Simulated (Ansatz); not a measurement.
Species: SnF4, net charge 0, singlet state. 
Structure (B3LYP-D3(BJ)/def2-TZVP (Ansatz, a program for electronic structure) minimum search):
```
Sn
F 1 1.8899
F 1 1.8899 2 109.47
F 1 1.8899 2 109.47 3 -120.00
F 1 1.8899 2 109.47 3 120.00
```

Parts of the frozen-core correlation energy in def2-TZVPPD (Ansatz, hartree). Frozen orbitals: 13; correlated occupied orbitals by spin: 16 and 16; virtual: 187 and 187. Spin-orbit coupling is left out. In def2 rows, elements after Kr have scalar-relativistic effective core potentials.

```csv
term,value
reference (HF),-611.40492
MP2 opposite-spin,-0.82971
MP2 same-spin,-0.30000
CCSD correlation,-1.11884
(T),-0.03528
T1 diagnostic,0.015
largest doubles amplitude,0.013
```
